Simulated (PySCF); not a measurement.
C₃H₉In, charge -1, doublet, at a GFN2-xTB geometry (such geometries of metal compounds can be far from the true shape) (a state made from the parent by changing its charge; the spin is typed, not shown lowest) (all electrons, no relativity) (in this run its highest filled SCF level lies above zero, so its values depend strongly on the basis, on diffuse functions most of all); CAMB3LYP/STO-3G run with PySCF.

Here is a job for PySCF.
```python
from pyscf import gto, scf, dft

mol = gto.Mole()
mol.atom = '''
    In    0.22895215   -0.16807644   -0.26351026
    C    -1.80926510   -1.27579263    0.16821116
    H    -2.45964441   -1.35056491   -0.70933650
    H    -2.33948104   -0.68307554    0.91992638
    H    -1.68602985   -2.28557070    0.57284125
    C    -0.48277658    2.02480246   -0.75890346
    H     0.33778056    2.74398803   -0.84848395
    H    -1.11262313    2.34780293    0.07569829
    H    -1.08403774    2.09670777   -1.67097867
    C     1.16469395    0.07809696    1.88858965
    H     2.06055072    0.70724590    1.90551002
    H     1.42074487   -0.87121702    2.37005108
    H     0.40817104    0.56778820    2.50939061
'''
mol.basis = 'sto-3g'
mol.charge = -1
mol.spin = 1
mol.verbose = 4
mol.build()

mf = dft.UKS(mol)
mf.xc = 'camb3lyp'
mf.kernel()
mf.analyze()
```

Output, abridged:

```
PySCF version 2.14.0

[INPUT] verbose = 4
[INPUT] num. atoms = 13
[INPUT] num. electrons = 77
[INPUT] charge = -1
[INPUT] spin (= nelec alpha-beta = 2S) = 1
[INPUT] symmetry False subgroup None
[INPUT] Mole.unit = angstrom
[INPUT] Symbol           X                Y                Z      unit          X                Y                Z       unit  Magmom
[...]
nuclear repulsion = 338.939586197889
number of shells = 29
number of NR pGTOs = 153
number of NR cGTOs = 51
basis = sto-3g
ecp = {}

******** <class 'pyscf.dft.uks.UKS'> ********
method = UKS
initial guess = minao
damping factor = 0
level_shift factor = 0
DIIS = <class 'pyscf.scf.diis.CDIIS'>
diis_start_cycle = 1
diis_space = 8
diis_damp = 0
SCF conv_tol = 1e-09
SCF conv_tol_grad = None
SCF max_cycles = 50
direct_scf = True
direct_scf_tol = 1e-13
number electrons alpha = 39  beta = 38
XC library pyscf.dft.libxc version 7.1.2
    S. Lehtola, C. Steigemann, M. J. T. Oliveira, and M. A. L. Marques,  SoftwareX 7, 1–5 (2018)
XC functionals = camb3lyp
    T. Yanai, D. P. Tew, and N. C. Handy,  Chem. Phys. Lett. 393, 51 (2004)
radial grids:
    Treutler-Ahlrichs [JCP 102, 346 (1995); DOI:10.1063/1.469408] (M4) radial grids

becke partition: Becke, JCP 88, 2547 (1988); DOI:10.1063/1.454033
pruning grids: <function nwchem_prune>
grids dens level: 3
symmetrized grids: False
atomic radii adjust function: <function treutler_atomic_radii_adjust>
small_rho_cutoff = 0
Set gradient conv threshold to 3.16228e-05
tot grids = 152504
init E= -5787.84873917736

cycle= 1 E= -5802.92265101344  delta_E= -15.1  |g|= 0.45  |ddm|=  2.9
cycle= 2 E= -5803.11354351803  delta_E= -0.191  |g|= 0.104  |ddm|= 1.05
cycle= 3 E= -5803.1204165121  delta_E= -0.00687  |g|= 0.0367  |ddm|= 0.185
cycle= 4 E= -5803.12143662254  delta_E= -0.00102  |g|= 0.00518  |ddm|= 0.0637
cycle= 5 E= -5803.12150855952  delta_E= -7.19e-05  |g|= 0.00127  |ddm|= 0.0241
cycle= 6 E= -5803.12151428274  delta_E= -5.72e-06  |g|= 0.000449  |ddm|= 0.00704
cycle= 7 E= -5803.12151500767  delta_E= -7.25e-07  |g|= 8.84e-05  |ddm|= 0.0029
cycle= 8 E= -5803.12151502732  delta_E= -1.96e-08  |g|= 3.58e-05  |ddm|= 0.00045
cycle= 9 E= -5803.12151502859  delta_E= -1.27e-09  |g|= 1.27e-05  |ddm|= 7.58e-05
cycle= 10 E= -5803.12151502899  delta_E= -4e-10  |g|= 3.13e-06  |ddm|= 5.28e-05
Extra cycle  E= -5803.121515029  delta_E= -1e-11  |g|= 1.76e-06  |ddm|= 1.4e-05
converged SCF energy = -5803.121515029  <S^2> = 0.75054219  2S+1 = 2.0005421
**** SCF Summaries ****
Total Energy =                       -5803.121515028999056
Nuclear Repulsion Energy =             338.939586197889469
One-electron Energy =                -8725.386780628539782
Two-electron Energy =                 2583.325679401651541
Two-electron Coulomb Energy =         2760.179512669827091
DFT Exchange-Correlation Energy =     -176.853833268175350
**** MO energy ****
                             alpha | beta                alpha | beta
[...]
To work with the spin densities directly, `use mulliken_meta_spin()` only printing them here.

 ** Mulliken spin pop alpha/beta on meta-lowdin orthogonal AOs **
 ** Mulliken Spin Density (per AO)  **
spin_pop of  0 In 1s        0.00000
spin_pop of  0 In 2s        0.00001
spin_pop of  0 In 3s        0.00004
spin_pop of  0 In 4s        0.00044
spin_pop of  0 In 5s        0.27222
spin_pop of  0 In 2px       0.00000
spin_pop of  0 In 2py       0.00000
spin_pop of  0 In 2pz       0.00000
spin_pop of  0 In 3px       0.00000
spin_pop of  0 In 3py       0.00000
spin_pop of  0 In 3pz       0.00000
spin_pop of  0 In 4px       0.00036
spin_pop of  0 In 4py       0.00017
spin_pop of  0 In 4pz       0.00050
spin_pop of  0 In 5px       0.19931
spin_pop of  0 In 5py       0.10687
spin_pop of  0 In 5pz       0.26545
spin_pop of  0 In 3dxy     -0.00000
spin_pop of  0 In 3dyz      0.00000
spin_pop of  0 In 3dz^2    -0.00000
spin_pop of  0 In 3dxz      0.00000
spin_pop of  0 In 3dx2-y2   -0.00000
spin_pop of  0 In 4dxy     -0.00023
spin_pop of  0 In 4dyz      0.00138
spin_pop of  0 In 4dz^2    -0.00201
spin_pop of  0 In 4dxz      0.00245
spin_pop of  0 In 4dx2-y2   -0.00142
spin_pop of  1 C 1s        0.00000
spin_pop of  1 C 2s        0.01004
spin_pop of  1 C 2px       0.03140
spin_pop of  1 C 2py       0.00624
spin_pop of  1 C 2pz       0.00426
spin_pop of  2 H 1s       -0.00185
spin_pop of  3 H 1s        0.00354
spin_pop of  4 H 1s       -0.00186
spin_pop of  5 C 1s        0.00000
spin_pop of  5 C 2s        0.00984
spin_pop of  5 C 2px       0.00674
spin_pop of  5 C 2py       0.03318
spin_pop of  5 C 2pz       0.00128
spin_pop of  6 H 1s       -0.00183
spin_pop of  7 H 1s        0.00354
spin_pop of  8 H 1s       -0.00183
spin_pop of  9 C 1s        0.00000
spin_pop of  9 C 2s        0.01004
spin_pop of  9 C 2px       0.00385
spin_pop of  9 C 2py       0.00281
spin_pop of  9 C 2pz       0.03524
spin_pop of  10 H 1s       -0.00185
spin_pop of  11 H 1s       -0.00186
spin_pop of  12 H 1s        0.00354
 ** Mulliken Spin Density (per atom)  **
spin density of  0 In =      0.84555
spin density of  1 C =      0.05194
spin density of  2 H =     -0.00185
spin density of  3 H =      0.00354
spin density of  4 H =     -0.00186
spin density of  5 C =      0.05103
spin density of  6 H =     -0.00183
spin density of  7 H =      0.00354
spin density of  8 H =     -0.00183
spin density of  9 C =      0.05194
spin density of  10 H =     -0.00185
spin density of  11 H =     -0.00186
spin density of  12 H =      0.00354
 ** Mulliken pop alpha/beta on meta-lowdin orthogonal AOs **
 ** Mulliken pop       alpha | beta **
In total            39.00000 | 38.00000
 ** Mulliken atomic charges   ( Nelec_alpha | Nelec_beta ) **
charge of  0In =      0.01204  (    24.91676     24.07120 )
charge of  1C =     -0.30281  (     3.17737      3.12544 )
charge of  2H =     -0.01346  (     0.50581      0.50766 )
charge of  3H =     -0.00745  (     0.50549      0.50196 )
charge of  4H =     -0.01357  (     0.50586      0.50771 )
charge of  5C =     -0.30290  (     3.17697      3.12593 )
charge of  6H =     -0.01356  (     0.50587      0.50769 )
charge of  7H =     -0.00743  (     0.50549      0.50194 )
charge of  8H =     -0.01356  (     0.50587      0.50769 )
charge of  9C =     -0.30281  (     3.17737      3.12543 )
charge of  10H =     -0.01346  (     0.50581      0.50766 )
charge of  11H =     -0.01357  (     0.50586      0.50771 )
charge of  12H =     -0.00745  (     0.50549      0.50196 )

WARN: System has nonzero charge -1; the dipole moment is origin-dependent.
Location of origin: [0. 0. 0.]

Dipole moment(X, Y, Z, Debye):  0.97615, -0.71819, -1.12227
```
